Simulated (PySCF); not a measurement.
Ge(H)3(OAc) (C2H6GeO2), SMILES CC(=O)[O][GeH3].

The structure is a stationary point at B3LYP-D3(BJ)/def2-SVP.

Two levels are set side by side: PBE/def2-TZVP (PySCF) and M06-2X/def2-TZVP (PySCF). Same geometry, gas phase. Differences are taken from unrounded values.

| quantity | M06-2X |
|---|---|
| orbital gap (eV) | 10.63 |
| highest occupied level (eV) | -9.71 |
| lowest empty level (eV) | 0.92 |
| dipole moment (D) | 1.63 |
| mean polarisability (bohr³) | 58.7 |

Q: What does PBE give, and how far is it from M06-2X? (Estimate from the structure and the level; the computed values follow.)

A: 
```csv
quantity,PBE,PBE minus M06-2X
orbital gap (eV),5.42,-5.22
highest occupied level (eV),-6.32,3.39
lowest empty level (eV),-0.90,-1.83
dipole moment (D),1.56,-0.06
mean polarisability (bohr³),62.9,4.1
```

PBE's occupied levels lie high since its potential decays too fast outside the molecule; exact exchange lowers them and widens the gap. Loosely held outer electrons make PBE densities more polarisable. Differences between two approximate levels are no errors against the true value.

Rough cost on one machine, each run with all the roots and properties that it gave: M06-2X against PBE about 4 times.
